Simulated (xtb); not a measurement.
sulfur trioxide (O₃S), SMILES O=S(=O)=O. All values are semi-empirical tight-binding results from xtb (GFN2-xTB unless named), good for trends rather than for accurate numbers. Coordinates come from a GFN2-xTB optimisation.

Optimised geometry:

```xyz
4

O      1.4179     0.0000     0.0000
S      0.0000     0.0000     0.0000
O     -0.7089    -1.2279     0.0000
O     -0.7089     1.2279     0.0000
```

```yaml
point_group_as_xtb_finds_it: D3h
orbital_gap: 4.45 eV
zero_point_energy: 7.1 kcal/mol
G − E(el) at 298.15 K (modified RRHO): -8.4 kcal/mol
static polarisability (D4 model): 35.9 bohr³
solvation energy, GFN2-xTB/ALPB(water): -3.1 kcal/mol
solvation energy, GFN2-xTB/ALPB(dmso): -6.2 kcal/mol
```

Computed atomic charges and the Wiberg bond orders between heavy atoms:
charges (e) O1 -0.51, S2 1.54, O3 -0.51, O4 -0.51. Bond orders O1–S2 1.63, S2–O3 1.63, S2–O4 1.63.
